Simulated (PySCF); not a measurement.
MgBr, PBE: how much the basis matters

PySCF, UKS reference; doublet, unpaired electrons σ ↑; De to Mg + Br without counterpoise correction.

```csv
basis,relativity,functions,Re (Å),ωe (cm⁻¹),De (eV),μ (D)
cc-pVDZ/cc-pVDZ-PP,scalar-relativistic core potentials,41,2.397,351,2.80,-3.14
aug-cc-pVDZ/aug-cc-pVDZ-PP,scalar-relativistic core potentials,59,2.404,346,2.83,-3.34
x2c-TZVPPall,spin-free X2C,80,2.381,352,2.85,-3.17
```

Task: How does each smaller set differ from the one with most functions, x2c-TZVPPall?

Result: cc-pVDZ/cc-pVDZ-PP: +1.6 pm, -0.3 % in ωe, -0.05 eV in De; aug-cc-pVDZ/aug-cc-pVDZ-PP: +2.3 pm, -1.7 % in ωe, -0.02 eV in De. All at PBE; the set with most functions is neither the basis-set limit nor always the best. The rows treat relativity differently, so the differences are not basis effects alone.

A positive dipole means Mg(−)Br(+). Spin–orbit coupling is left out. The state is the lowest determinant that a PBE0 search found; another state may lie lower at other levels.
